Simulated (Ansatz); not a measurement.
Input and output for `CCB(O)Br`.

```yaml
crystal:
  periodic: [false, false, false]
  atoms:
    - {symbol: C, position_ang: [-0.937891, 0.992860, 0.849166]}
    - {symbol: C, position_ang: [0.391444, 0.002563, 0.525866]}
    - {symbol: B, position_ang: [0.668708, -0.381659, -1.109876]}
    - {symbol: O, position_ang: [0.997886, -1.616104, -1.351970]}
    - {symbol: Br, position_ang: [-0.100088, 0.802256, -2.306168]}
    - {symbol: H, position_ang: [-0.891663, 1.068136, 1.915763]}
    - {symbol: H, position_ang: [-1.131456, 1.870574, 0.277710]}
    - {symbol: H, position_ang: [-1.749370, 0.283910, 0.486456]}
    - {symbol: H, position_ang: [0.345078, -0.899007, 1.200159]}
    - {symbol: H, position_ang: [1.153137, 0.638670, 0.731864]}
    - {symbol: H, position_ang: [1.269671, -2.247601, -0.748998]}
basis:
  gaussian: {orbitals: ANO-RCC-VTZP}
magnetization: {spin_polarized: false, initial_magnetization: 2}
hamiltonian: {xc: {name: wB97}}
accuracy: high
output: {forces: true}
```

```sh
$ ansatz run in.yaml --threads 4 --pin off --events-out ev --progress --plain --max-ram 10444MiB
```

Output, abridged:

```
Functional definition: wB97
4704 factors; integrals over basis functions are off by at most 4.5e-9 eV
971 factors; integrals over basis functions are off by at most 1.8e-9 eV
mean field evaluation 1: about -75811.8263 eV, gradient 5.9e1 eV
mean field evaluation 2: about -75811.8325 eV, gradient 5.9e1 eV
mean field evaluation 4: about -75819.9135 eV, gradient 1.5e1 eV
mean field evaluation 8: about -75820.6608 eV, gradient 1.1e0 eV
mean field evaluation 16: about -75820.6970 eV, gradient 1.1e-2 eV
mean field evaluation 32: about -75820.6970 eV, gradient 2.3e-7 eV
mean field -75820.69700903 eV, -2786.3592219674 hartree, gradient 5.0e-8 eV, S^2 2.000000; 4 other end points of the search recorded, 0 dependent functions left out
reference -75820.69700869 eV, -2786.3592219552 hartree; 34, 32 occupied and 213, 215 virtual orbitals, 4704 factors
Total energy: -75820.69700869 eV, -2786.3592219552 hartree
Relativity: scalar
Atom 0 at    -0.937891     0.992860     0.849166 Å, force     0.435333    -5.047215    -1.725643 eV/Å
Atom 1 at     0.391444     0.002563     0.525866 Å, force    -5.335914     1.410499     2.190651 eV/Å
Atom 2 at     0.668708    -0.381659    -1.109876 Å, force     1.765675     3.003490     0.151150 eV/Å
Atom 3 at     0.997886    -1.616104    -1.351970 Å, force    -0.420608    -2.970858    -2.185362 eV/Å
Atom 4 at    -0.100088     0.802256    -2.306168 Å, force    -1.190789     0.999158    -0.776832 eV/Å
Atom 5 at    -0.891663     1.068136     1.915763 Å, force    -0.417928     0.399545     0.695541 eV/Å
Atom 6 at    -1.131456     1.870574     0.277710 Å, force     0.841828     0.897821    -0.261709 eV/Å
Atom 7 at    -1.749370     0.283910     0.486456 Å, force     0.335771     0.976106     1.096431 eV/Å
Atom 8 at     0.345078    -0.899007     1.200159 Å, force     0.030470     0.578889    -1.109460 eV/Å
Atom 9 at     1.153137     0.638670     0.731864 Å, force     3.154640     1.347931     0.284896 eV/Å
Atom 10 at     1.269671    -2.247601    -0.748998 Å, force     0.801524    -1.595366     1.640336 eV/Å
Dipole moment:    -0.060561    -0.169557     0.723757 e Å
```

Run time 4.2 min (4 threads of an Arm Neoverse V2 on a shared host); peak host memory 3.3 GiB.
